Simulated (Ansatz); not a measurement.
(ClSi)4CH26 adamantane (C6H12Cl4Si4). Charge 0, multiplicity 3. Geometry PBE-D4/def2-SVP, that of the neutral singlet; atoms count from 1.

Cartesian coordinates in Å:
```
Si 0.0334 0.7758 1.7311
Cl 0.0705 1.6333 3.6445
C -1.1278 1.7560 0.6108
Si -1.1699 0.9932 -1.1157
Cl -2.4632 2.0908 -2.3487
C -1.7680 -0.7928 -0.9868
Si -0.6116 -1.7919 0.1217
Cl -1.2874 -3.7726 0.2562
C -0.5745 -1.0083 1.8389
C 1.1281 -1.7558 -0.6107
Si 1.7481 0.0229 -0.7372
Cl 3.6802 0.0484 -1.5522
C 1.7683 0.7923 0.9867
C 0.5739 1.0087 -1.8389
H -2.1509 1.7642 1.0440
H -0.7879 2.8118 0.5476
H -1.8081 -1.2502 -1.9985
H -2.7990 -0.8158 -0.5733
H -1.5914 -1.0331 2.2859
H 0.0934 -1.5942 2.5060
H 1.1224 -2.2252 -1.6177
H 1.8173 -2.3503 0.0264
H 2.4647 0.2276 1.6428
H 2.1433 1.8365 0.9289
H 0.9341 2.0557 -1.9309
H 0.5618 0.5731 -2.8608
```

At PBE0-D4/def2-SVP a singlet of charge 0 lies 5.98 eV below the triplet at the same geometry.

Question: Estimate the Mulliken populations from the PBE0/def2-SVP orbitals of Ansatz.

Answer: 
| atom | charge (e) | spin (α − β) |
| --- | --- | --- |
| Si1 | 0.47 | 0.30 |
| Cl2 | -0.23 | 0.16 |
| C3 | -0.37 | 0.06 |
| Si4 | 0.47 | 0.30 |
| Cl5 | -0.23 | 0.16 |
| C6 | -0.39 | -0.08 |
| Si7 | 0.47 | 0.30 |
| Cl8 | -0.23 | 0.16 |
| C9 | -0.37 | 0.06 |
| C10 | -0.37 | 0.06 |
| Si11 | 0.47 | 0.30 |
| Cl12 | -0.23 | 0.16 |
| C13 | -0.39 | -0.08 |
| C14 | -0.37 | 0.06 |
| H15 | 0.11 | 0.00 |
| H16 | 0.11 | 0.00 |
| H17 | 0.10 | 0.01 |
| H18 | 0.10 | 0.01 |
| H19 | 0.11 | 0.00 |
| H20 | 0.11 | 0.00 |
| H21 | 0.11 | 0.00 |
| H22 | 0.11 | 0.00 |
| H23 | 0.10 | 0.01 |
| H24 | 0.10 | 0.01 |
| H25 | 0.11 | 0.00 |
| H26 | 0.11 | 0.00 |
Mulliken values and Mayer orders depend strongly on the basis.

Question: Where does the spin sit?

Answer: Summed by element: Si 1.21, Cl 0.65, C 0.09, H 0.05, of 2 unpaired in all. Largest on single atoms: Si1 0.30, Si4 0.30, Si7 0.30.

Question: And the Mayer bond orders between bonded heavy atoms (over 0.3)?

Answer: Si1–Cl2 0.96 (2.10 Å); Si1–C3 0.91 (1.89 Å); Si1–C9 0.91 (1.89 Å); Si1–C13 0.97 (1.89 Å); C3–Si4 0.91 (1.89 Å); Si4–Cl5 0.96 (2.10 Å); Si4–C6 0.97 (1.89 Å); Si4–C14 0.91 (1.89 Å); C6–Si7 0.97 (1.89 Å); Si7–Cl8 0.96 (2.10 Å); Si7–C9 0.91 (1.89 Å); Si7–C10 0.91 (1.89 Å); C10–Si11 0.91 (1.89 Å); Si11–Cl12 0.96 (2.10 Å); Si11–C13 0.97 (1.89 Å); Si11–C14 0.91 (1.89 Å).
